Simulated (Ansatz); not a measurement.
Ideal-gas functions of Cl$_{2}$Sb (`[Cl][Sb][Cl]`) radical at 800 K and 1 bar, from an Ansatz frequency run at PBE0-D4/def2-TZVP.

Molar mass 192.67 g/mol, point group C2v (symmetry number 2), electronic degeneracy 2, moments of inertia 104.095, 222.436, 326.531 u Å². Harmonic wavenumbers (cm⁻¹, unscaled): 126, 362, 379.

Use S(trans) = R[1.5 ln M + 2.5 ln T − 1.1517]; rotational temperatures θ = 24.2544 K / I; S(rot) = R[ln(√π/σ · √(T³/θAθBθC)) + 1.5]; for each mode x = 1.438777 ν̃/T, S = R[x/(eˣ − 1) − ln(1 − e⁻ˣ)] and H = RT x/(eˣ − 1); 1 cm⁻¹ = 0.0119627 kJ/mol; R = 8.31446 J/(mol·K).

**Question.** By hand: the entropy, in J/(mol·K).

**Answer.** Translation 195.0. Rotation: θ = 0.233, 0.109, 0.0743 K, giving 120.9. Vibration, mode by mode: 20.68, 12.03, 11.66, in all 44.4. Electronic 5.8. Sum 366.1 J/(mol·K).

**Question.** By hand: H − E and G − E in kJ/mol, counted from the electronic energy.

**Answer.** Zero-point energy ½ × 867 × 0.0119627 = 5.2; thermal vibration 15.3; translation, rotation and pV give 4 RT = 26.6. H − E = 47.1 kJ/mol, and G − E = 47.1 − 800 × 366.1/1000 = -245.8 kJ/mol.

Vibration gives 12 % of the entropy, 20.7 J/(mol·K) of it from the mode under 150 cm⁻¹: soft modes count most, and the harmonic formula is weakest for them.
